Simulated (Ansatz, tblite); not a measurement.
Forces on (F)2Al-S-SiH3 (AlSiH₃SF₂) at its r2SCAN-D4/def2-SVP geometry. Charge 0, multiplicity 1.

The xTB rows come from tblite.

GFN1-xTB (tblite), largest force 1.02 eV/Å:

```xyz
8
positions Å, forces eV/Å
Al    0.436    1.457    0.999   -0.101   -0.055   -0.335
F     0.591    0.149    2.005    0.025    0.341   -0.035
F     0.757    2.968    1.579   -0.038   -0.327   -0.016
S    -0.183    1.104   -1.031    0.028   -0.925    0.434
Si   -0.363   -1.057   -0.888    0.049    0.637   -0.056
H     0.947   -1.681   -0.555   -0.486    0.106   -0.127
H    -0.805   -1.496   -2.239    0.171    0.203    0.509
H    -1.380   -1.442    0.130    0.351    0.020   -0.374
```

GFN2-xTB (tblite), largest force 0.95 eV/Å:

```
Al 0.104 0.028 0.352
F 0.023 0.180 0.016
F -0.016 -0.159 -0.001
S -0.110 -0.009 -0.379
Si -0.109 -0.940 -0.041
H -0.385 0.314 -0.104
H 0.173 0.347 0.468
H 0.320 0.240 -0.312
```

PBE-D4/def2-TZVP (Ansatz), largest force 0.17 eV/Å:

```
Al 0.008 -0.097 0.063
F 0.028 -0.004 0.095
F 0.011 0.079 0.011
S -0.047 0.012 -0.167
Si 0.015 0.024 0.045
H 0.034 -0.014 -0.002
H -0.017 0.006 -0.061
H -0.032 -0.007 0.016
```
